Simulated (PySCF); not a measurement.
**Dipole moment and polarisability of `C#CC(=O)O[C@H](F)CC`**

Species: C6H7FO2.
Cartesian coordinates in Å at the GFN2-xTB level; atoms count from 1:
```
atom  x, y, z in Å
C1     3.8250    0.4725    0.8750
C2     2.8194    0.1572    0.3021
C3     1.6544   -0.2698   -0.4306
O4     1.5706   -1.2969   -1.0428
O5     0.6674    0.6449   -0.3059
C6    -0.5127    0.4438   -1.0320
F7    -0.4644    1.2815   -2.1206
C8    -1.7247    0.7840   -0.1788
C9    -1.9185   -0.2376    0.9335
H10    4.6992    0.7598    1.3827
H11   -0.5477   -0.5822   -1.4305
H12   -2.5946    0.8091   -0.8366
H13   -1.5758    1.7805    0.2394
H14   -1.0517   -0.2547    1.5904
H15   -2.0594   -1.2337    0.5195
H16   -2.7942    0.0180    1.5237
```

Level: CAM-B3LYP/def2-SVPD (PySCF), static field, nuclei fixed, core orbitals frozen in the response. The polarisability tensor in these axes (au):

```
x   95.75  1.59 10.70
y    1.59 67.92  3.66
z   10.70  3.66 69.86
```

Task: What are the eigenvalues, a third of the trace, and Δα (Δα² = ½Σ(αi − αj)² over the three pairs)?

Result: Principal values 63.83, 69.86 and 99.83 au; mean 77.84 au = 11.53 Å³ = 12.83 × 10⁻⁴⁰ C²·m²/J; Δα = 33.40 au (43 % of the mean).

Task: What is the dipole moment, and where does it point?

Result: (-0.35, 0.62, 2.56) D, 2.66 D in size, pointing from the negative to the positive side. Measured along this direction, the outermost atoms are F7 at the negative end and H16 at the positive end.

Task: How large is μ²/3kT at 400 K beside α?

Result: In Gaussian units μ²/3kT = 42.59 Å³ against 11.53 Å³, a ratio of 3.69; the Debye molar polarisation (4π/3)N_A(α + μ²/3kT) is 136.5 cm³/mol, leaving out the vibrational part.

Task: Directions of the eigenvectors, and the extent of the frame along each?

Result: Largest value along (0.93, 0.09, 0.34), where the nuclei span 7.58 Å; middle along (-0.27, 0.80, 0.54), 4.00 Å; least along (-0.23, -0.60, 0.77), 4.08 Å. 

Task: Find the Langevin capture rate constant for NO+ (29.998 u) meeting this molecule (130.043 u), k = 2.342 × 10⁻⁹ cm³/s × √(α in Å³ / reduced mass in u).

Result: The reduced mass is 24.38 u, so k = 1.61 × 10⁻⁹ cm³/s. The formula leaves out the permanent dipole, which adds to the capture rate.

Task: Sum over states: ᾱ = Σ f/ω², ω in Eh. What share falls to these 8 lowest TDDFT singlets (eV, f)? 5.00, 0.0000; 5.81, 0.0003; 6.14, 0.0812; 7.07, 0.0002; 7.38, 0.0687; 7.59, 0.0427; 8.40, 0.0309; 8.54, 0.0009.

Result: They add up to 3.42 au, 4.4 % of the 77.84 au; the largest single term is 1.59 au, from the state at 6.14 eV. Terms in order: 0.00, 0.01, 1.59, 0.00, 0.93, 0.55, 0.32, 0.01 au. Higher excitations give the rest. The strengths listed sum to 0.225.

The structure is a single GFN2-xTB conformer in the gas phase; no vibrational or solvent corrections.

These values come from a run that also computed excited states. On one thread, Arm Neoverse V1 (aarch64), no GPU (shared host), this took 61 s of wall time and 1.1 GiB of memory at its peak.
